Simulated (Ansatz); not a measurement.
Gas-phase electronic energies from Ansatz, PBE0-D4/def2-TZVP geometries. CBS: MP2 limit from def2 TZ/QZ plus the TZ coupled-cluster correction, frozen cores. This one scheme is used for every species, atoms too. Open shells (•) are unrestricted, without spin–orbit coupling. Spin–orbit coupling would lower the free atoms: a little for Al, C, Si. One conformer a species, not always the lowest.

Consider the atomization: `C=[CH][AlH][CH2][SiH3]` → Al• + 3 C• + 9 H• + Si•.

`C=[CH][AlH][CH2][SiH3]`:

Z-matrix (Å, degrees):
```
C
Si 1 1.864
Al 1 1.952 2 113.8
H 1 1.096 2 108.2 3 120.8
H 1 1.096 2 107.9 3 -122.9
H 2 1.490 1 113.0 3 -170.4
H 2 1.489 1 110.2 3 68.7
H 2 1.492 1 110.6 3 -49.8
C 3 1.941 1 118.8 2 -79.4
H 3 1.589 1 119.9 2 99.5
C 9 1.336 3 121.0 1 2.6
H 9 1.091 3 122.6 1 -178.3
H 11 1.089 9 123.0 3 179.2
H 11 1.088 9 122.0 3 -0.5
```

| species | HF/CBS(def2) energy (Eh) |
| --- | --- |
| `C=[CH][AlH][CH2][SiH3]` | -649.76205 |
| Al• | -241.88154 |
| C• | -37.69379 |
| H• | -0.50000 |
| Si• | -288.85982 |

Question: Work out ΔE.

Answer: ΔE = 9 × (-0.50000) + 3 × (-37.69379) + (-241.88154) + (-288.85982) − (-649.76205) = 1.43932 Eh = +3778.9 kJ/mol. CCSD(T)/CBS gives +4955.1 kJ/mol.

Largest T1 diagnostic among the species: 0.018.

In def2-TZVPP, CCSD(T) changes the Hartree–Fock value by +1071.5 kJ/mol (the triples alone add +57.8 kJ/mol) and MP2 by +1097.0 kJ/mol; breaking electron pairs costs correlation energy, which Hartree–Fock lacks. The D4 term adds +48.1 kJ/mol with B3LYP and +25.7 kJ/mol with PBE0; it sums over pairs of atoms, weighted by their polarisabilities, and B3LYP, whose exchange is more repulsive, gets the larger term. From PBE to PBE0 (25 % exact exchange), in def2-TZVPP and without D4, ΔE moves by −34.3 kJ/mol: exact exchange takes away binding that semilocal exchange gives to molecules.

B3LYP here is the variant with VWN-RPA as its local correlation; programs differ in this.

For atomizations the MP2-based limit and the directly extrapolated one differ by several kJ/mol either way, and by 10 to 25 for some Ge, Se and Sn compounds, so smaller differences from it don't rank the levels.
